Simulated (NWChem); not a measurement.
A series in which one site is exchanged, each optimised at PBE0/def2-SVP with NWChem, gas phase unless a solvent is named. Some are not confirmed as minima by frequencies. def2 effective core potentials on Te; no spin-orbit coupling.

A: C[Te][GeH3] (CH6GeTe; site = Te)
B: [CH3][Mg][GeH3] (CH6GeMg; site = Mg)
C: C[S][GeH3] (CH$_{6}$GeS; site = S)
D: [GeH3][O]C (CH6GeO; site = O)

**Question.** Rank them by static polarisability, CAM-B3LYP/def2-SVPD (bohr³), lowest first.

**Answer.** D (49.3), C (67.5), B (82.8), A (90.6)
